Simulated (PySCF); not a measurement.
Mg(iPr)(OH) (C₃H₈MgO), SMILES [Mg]([CH](C)C)[OH].

Coordinates come from a PBE-D3(BJ)/def2-SVP optimisation. The structure was generated by enumeration; whether it is a known compound was not checked. One conformer was computed; it need not be the lowest.

Two levels are set side by side: TDA-PBE/def2-SVPD (PySCF) and TDA-M06-2X/def2-SVPD (PySCF). Vertical, same geometry. The lowest singlet is HOMO→LUMO 93 % with PBE and HOMO→LUMO 93 % with the other functional; states are paired by order. Differences are taken from unrounded values.

| quantity | TDA-M06-2X |
|---|---|
| lowest singlet excitation (eV) | 4.72 |
| lowest triplet excitation (TDA) (eV) | 3.53 |
| first bright state (f over 0.05) (eV) | 4.72 |
| its oscillator strength | 0.17 |

Q: What does TDA-PBE give, and how far is it from TDA-M06-2X? (An estimate is asked for; the answer gives what the named calculation found.)

A: 
```json
[
 {"quantity": "lowest singlet excitation (eV)", "TDA-PBE": "4.33", "TDA-PBE minus TDA-M06-2X": "-0.39"},
 {"quantity": "lowest triplet excitation (TDA) (eV)", "TDA-PBE": "3.43", "TDA-PBE minus TDA-M06-2X": "-0.10"},
 {"quantity": "first bright state (f over 0.05) (eV)", "TDA-PBE": "4.33", "TDA-PBE minus TDA-M06-2X": "-0.39"},
 {"quantity": "its oscillator strength", "TDA-PBE": "0.16", "TDA-PBE minus TDA-M06-2X": "-0.01"}
]
```

Functionals without exact exchange tend to place singlet excitations lower, as here. Differences between two approximate levels are no errors against the true value.

Rough cost on one machine, each run with all the roots and properties that it gave: TDA-M06-2X against TDA-PBE about 9 times.
